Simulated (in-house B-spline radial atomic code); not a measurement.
A fraction x of an electron is added to 2p in neutral carbon, starting from [He] 2s2 2p2 and keeping the highest spin. All numbers are computed (non-relativistic M06-2X, spin-polarised, spherical fractional occupations; point nucleus) with a radial B-spline atomic code at the basis-set limit, not measured.

Caution: exact exchange at fractional occupations of open shells leaves self-interaction of up to several eV.

```csv
x,E(x) - E(0) (eV),2p up level (eV)
0,0.0000,-7.027
0.2,-1.2398,-5.387
0.3,-1.7391,-4.604
0.4,?,?
0.5,-2.5106,-3.132
0.6,?,?
0.7,-3.0003,-1.785
0.8,-3.1471,-1.156
```

Problem. What belongs in the row x = 0.4?

Solution. An energy change of -2.1617 eV; 2p up at -3.852 eV.

Problem. What belongs in the row x = 0.6?

Solution. An energy change of -2.7891 eV; 2p up at -2.443 eV.

Problem. Check Janak's theorem between x = 0.2 and 0.3.

Solution. The slope of the energy is -4.99 eV; the orbital levels give -5.00 eV (ε of the filling orbital, averaged over the two points).
